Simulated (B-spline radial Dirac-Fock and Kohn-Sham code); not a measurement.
# Dipole and non-dipole photoemission parameters of Dy 4f5/2

System: the free dysprosium atom, configuration [Xe] 4f10 6s2; threshold 9.86 eV (orbital energy of the model). Model: Dirac-Hartree-Slater photoionisation with a Latter tail; cross sections with all multipoles, angular parameters from the dipole term and its interference with E2. Program: an atomic code on a B-spline grid.

For linearly polarised light dσ/dΩ = σ/(4π) [1 + β P₂(cos θ) + (δ + γ cos²θ) sin θ cos φ], with θ from the polarisation vector and φ the angle between the beam and the projection of the electron momentum on the plane normal to the polarisation.

| hν (eV) | σ (kb) | β | γ | δ |
| --- | --- | --- | --- | --- |
| 67.6 | 2620 | 0.463 | 0.006 | 0.011 |
| 73.5 | 2740 | 0.429 | 0.006 | 0.012 |
| 141 | 2640 | 0.377 | 0.007 | 0.018 |
| 150 | 2550 | 0.389 | 0.008 | 0.019 |
| 234 | 1670 | 0.530 | 0.013 | 0.025 |
| 235 | 1660 | 0.532 | 0.014 | 0.025 |
| 300 | 1150 | 0.639 | 0.020 | 0.029 |
| 305 | ? | ? | ? | ? |
| 366 | 791 | 0.731 | 0.029 | 0.033 |
| 400 | 657 | 0.771 | 0.035 | 0.036 |
| 414 | 609 | 0.787 | 0.037 | 0.037 |
| 419 | 593 | 0.792 | 0.038 | 0.037 |
| 583 | 265 | 0.927 | 0.078 | 0.048 |
| 600 | 245 | 0.937 | 0.083 | 0.049 |
| 1000 | 55.2 | 1.058 | 0.222 | 0.075 |
| 1600 | 11.6 | 1.061 | 0.440 | 0.110 |
| 1660 | 10.2 | 1.057 | 0.459 | 0.113 |
| 2530 | 2.21 | 0.977 | 0.701 | 0.160 |
| 2660 | 1.83 | 0.965 | 0.731 | 0.167 |
| 3590 | 0.573 | 0.880 | 0.909 | 0.216 |
| 3910 | 0.408 | 0.855 | 0.960 | 0.233 |
| 5030 | 0.147 | 0.778 | 1.112 | 0.290 |
| 5530 | 0.0990 | 0.749 | 1.170 | 0.314 |
| 5800 | 0.0811 | 0.734 | 1.198 | 0.328 |
| 6640 | 0.0457 | 0.693 | 1.278 | 0.367 |
| 8047.8 | 0.0199 | 0.636 | 1.384 | 0.431 |
| 8250 | 0.0178 | 0.628 | 1.397 | 0.440 |
| 9251.7 | 0.0108 | 0.595 | 1.453 | 0.483 |
| 9720 | 0.00863 | 0.580 | 1.475 | 0.503 |
| 15000 | 0.00121 | 0.462 | 1.638 | 0.707 |

Q: Give the values at 305 eV.

A: σ = 1110 kb, β = 0.646, γ = 0.021, δ = 0.029.

Values without a named source are computed, but for edge energies of neutral atoms, which are taken from tables.
